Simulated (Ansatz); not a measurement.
`CS[SiH2]BCl` + `O[SiH3]` → `CS[SiH2]O[SiH3]` + `BCl`  (cleavage of the Si–B bond)

Calculated with Ansatz (gas phase, PBE0-D4/def2-TZVP geometries, no zero-point term in ΔE). CCSD(T)/CBS is the MP2 limit (def2-TZVPP, def2-QZVPP) plus CCSD(T) − MP2 in def2-TZVPP, frozen cores. This one scheme is used for every species. DFT in def2-TZVPP. B3LYP here is the variant with VWN-RPA as its local correlation; programs differ in this. Each species was taken in one conformer, which may not be the lowest.

Question: Is it downhill or uphill in electronic energy at CCSD(T)/CBS, and by how much? (Estimate.)

Answer: Computed: Downhill: ΔE = -32.7 kcal/mol.

Question: What do these levels give: PBE-D4, r2SCAN-D4, PBE0-D4, B3LYP-D4, r2SCAN, HF/def2-TZVPP, MP2/def2-TZVPP, SCS-MP2/def2-TZVPP, CCSD/def2-TZVPP, MP2/def2-QZVPP, SCS-MP2/def2-QZVPP, HF/CBS(def2)? (Best estimate.)

Answer: Ansatz gave: PBE-D4 -27.5, r2SCAN-D4 -31.7, PBE0-D4 -29.5, B3LYP-D4 -33.2, r2SCAN -31.6, HF/def2-TZVPP -38.6, MP2/def2-TZVPP -34.4, SCS-MP2/def2-TZVPP -35.1, CCSD/def2-TZVPP -33.6, MP2/def2-QZVPP -34.5, SCS-MP2/def2-QZVPP -35.3, HF/CBS(def2) -39.2 kcal/mol.

Largest T1 diagnostic among the species: 0.012.

From PBE to PBE0 (25 % exact exchange), in def2-TZVPP and without D4, ΔE moves by −2.0 kcal/mol. In def2-TZVPP, CCSD(T) changes the Hartree–Fock value by +5.7 kcal/mol (the triples alone add +0.7 kcal/mol) and MP2 by +4.2 kcal/mol.
